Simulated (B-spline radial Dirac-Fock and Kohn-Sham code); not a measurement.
X-ray form factors of iron in several charge states

Calculated with a radial B-spline solver, using Dirac-Fock densities.

Configurations: Fe²³⁺ [He] 2s1; Fe²⁴⁺ 1s2; Fe²⁵⁺ 1s1. The first column is f₀ of Fe²³⁺, the others are differences from it.

| s (Å⁻¹) | Fe²³⁺ | Δ Fe²⁴⁺ | Δ Fe²⁵⁺ |
| --- | --- | --- | --- |
| 0 | 3.000 | -1.000 | -2.000 |
| 0.1 | 2.994 | -0.995 | -1.995 |
| 0.2 | 2.978 | -0.980 | -1.979 |
| 0.3 | 2.951 | -0.957 | -1.953 |
| 0.4 | 2.913 | -0.924 | -1.919 |
| 0.5 | 2.867 | -0.884 | -1.875 |
| 0.7 | 2.753 | -0.785 | -1.768 |
| 0.9 | 2.617 | -0.669 | -1.642 |
| 1.1 | 2.470 | -0.547 | -1.507 |
| 1.4 | 2.249 | -0.373 | -1.309 |
